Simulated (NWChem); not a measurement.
Molecule: GeH$_{4}$O$_{2}$; SMILES [OH][GeH2][OH]

```xyz
7

Ge     0.0000     0.0000     0.3006
O     -1.4559    -0.0552    -0.7150
O      1.4559     0.0552    -0.7150
H     -0.0811    -1.2954     1.1189
H      0.0811     1.2954     1.1189
H     -1.5640     0.7373    -1.2520
H      1.5640    -0.7373    -1.2520
```
Atoms are numbered in this order, from 1.

Computed with NWChem. Structure relaxed at the PBE0/def2-SVP level. GIAO values for the isolated, static molecule; σ is the absolute isotropic shielding.

| level | basis functions | σ Ge1 (ppm) | σ O2 (ppm) | σ H4 (ppm) | σ H6 (ppm) |
|---|---|---|---|---|---|
| Hartree-Fock/cc-pVDZ | 75 | 1710.7 | 323.2 | 27.08 | 31.13 |
| Hartree-Fock/cc-pVTZ | 159 | 1601.8 | 312.2 | 26.92 | 30.57 |
| Hartree-Fock/pcSseg-1 | 95 | 1520.6 | (withheld) | 26.94 | 30.44 |
| Hartree-Fock/pcSseg-2 | 191 | 1524.9 | 307.2 | 26.89 | 30.45 |

Some entries are withheld; supply them.


- Hartree-Fock/pcSseg-1, σ O2 (ppm): 314.5
